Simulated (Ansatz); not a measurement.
Species: HgI$_{2}$, charge -1, multiplicity 2. The spin state was set by rule; other spins were not relaxed. 
Coordinates optimised at B3LYP-D3(BJ)/def2-TZVP (Ansatz, a quantum-chemistry and plane-wave program):
```xyz
3

Hg     0.0000     0.0000     0.0000
I      0.0000     0.0000     3.0393
I      0.0000     0.0000    -3.0393
```
Charge -1, spin multiplicity 2.

Parts of the frozen-core correlation energy in def2-SVP (Ansatz, hartree). Frozen orbitals: 22; correlated occupied orbitals by spin: 14 and 13; virtual: 48 and 49. Open shells are spin-unrestricted. No spin-orbit coupling. Past Kr the def2 sets carry scalar-relativistic core potentials.

```tsv
term	value
reference (HF)	-745.97091
MP2 opposite-spin	-0.32666
MP2 same-spin	-0.16185
CCSD correlation	-0.49045
(T)	-0.00865
T1 diagnostic	0.021
largest doubles amplitude	0.057
<S^2> of the reference	0.769
```
